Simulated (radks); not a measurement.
Charge is removed step by step from the 1s level of the arsenic ion As21+, starting from [Ne] 3s2. Calculated with a radial shooting solver on a logarithmic mesh with Libxc functionals: scalar-relativistic Kohn-Sham, SCAN, spin-unpolarised, spherical densities, finite nucleus; meta-GGA in the generalised Kohn-Sham scheme; Fermi nuclear charge, rms radius 4.0968 fm.

| removed (e) | E - E(0) (eV) | eigenvalue (eV) | E minus straight line (eV) |
|---|---|---|---|
| 0 | 0.000 | -12662.6 | 0.000 |
| 0.25 | 3179.2 | -12777.0 | -42.452 |
| 0.5 | 6386.9 | -12890.4 | -56.401 |
| 0.75 | 9622.9 | -13002.5 | -42.122 |
| 1 | 12886.6 | -13112.5 | 0.000 |

Removing the whole electron costs 12886.6 eV by Delta-SCF, against 12662.6 eV from minus the eigenvalue at the starting occupation. Slater's transition state (half an electron removed) gives 12890.4 eV. Integrating minus the eigenvalue over the occupation (Janak's theorem) gives 12889.5 eV. In this scalar-relativistic scheme the density is built from large components alone, so the theorem holds only approximately. The mean slope of the eigenvalue, de/dn, is 450 eV per electron.
